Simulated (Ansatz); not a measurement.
Sn(NMe2)Me3 (C₅H₁₅NSn), relaxed as a singlet with RKS PBE0-D4/def2-SVP in Ansatz, starting from the GFN2-xTB geometry. Force threshold 0.02 eV/Å.

In the def2 sets Sn takes a core potential; there is no spin–orbit coupling.

Start:

```xyz
22

Sn    0.2041   -0.6975   -0.2158
N    -0.0953    1.3599    0.0287
C     0.4153    1.9475    1.2423
C    -1.4010    1.8921   -0.2722
H     0.5164    3.0257    1.0967
H     1.3981    1.5397    1.4682
H    -0.2432    1.7858    2.1059
H    -1.7837    1.4433   -1.1854
H    -2.1266    1.7304    0.5356
H    -1.3126    2.9699   -0.4304
C    -0.6631   -1.9343    1.4178
H    -1.7419   -1.8255    1.4395
H    -0.2564   -1.6215    2.3735
H    -0.4162   -2.9761    1.2533
C     2.3874   -0.8907   -0.2835
H     2.6564   -1.8108   -0.7890
H     2.8116   -0.9084    0.7140
H     2.8072   -0.0539   -0.8295
C    -0.6811   -1.1795   -2.1673
H    -0.3157   -2.1448   -2.4973
H    -0.3967   -0.4297   -2.8966
H    -1.7629   -1.2217   -2.1085
```

(1) Estimate the energy that the relaxation releases and the steps that it takes.

(2) Does the start keep its bonding and symmetry?

(3) Predict the relaxed structure.

Answers

(1) 0.16 eV, in 10 steps; 18 s on 2 threads of AMD EPYC 7R13 on a shared host and a share (18 GiB) of an NVIDIA H100 80GB HBM3. The force fell under the threshold at step 6, but the optimiser went on. No frequencies were taken in this run, so the end may be a saddle point.

(2) By distances, no bond broke or formed. The bond that changes most is Sn1–C11, from 2.22 to 2.16 Å (atoms count from 1).

(3) 
Cartesian coordinates in Å:
```
Sn 0.2124 -0.6999 -0.2316
N -0.1573 1.2993 0.0791
C 0.4995 1.9637 1.1700
C -1.4704 1.8171 -0.1892
H 0.5958 3.0502 0.9700
H 1.5225 1.5763 1.3108
H -0.0280 1.8700 2.1476
H -1.9219 1.3177 -1.0624
H -2.1863 1.7129 0.6594
H -1.4260 2.8990 -0.4293
C -0.6855 -1.9190 1.3086
H -1.7776 -1.7906 1.3087
H -0.2960 -1.6327 2.2962
H -0.4566 -2.9813 1.1357
C 2.3530 -0.8918 -0.2060
H 2.6496 -1.8806 -0.5867
H 2.7452 -0.7813 0.8156
H 2.8013 -0.1166 -0.8446
C -0.6339 -1.1439 -2.1564
H -0.2753 -2.1214 -2.5105
H -0.3328 -0.3732 -2.8805
H -1.7318 -1.1740 -2.1046
```
Bond lengths: 3 × C–Sn 2.15 to 2.16 Å; 2 × C–N 1.44 Å; 1 × N–Sn 2.06 Å; 15 × C–H 1.10 to 1.12 Å.
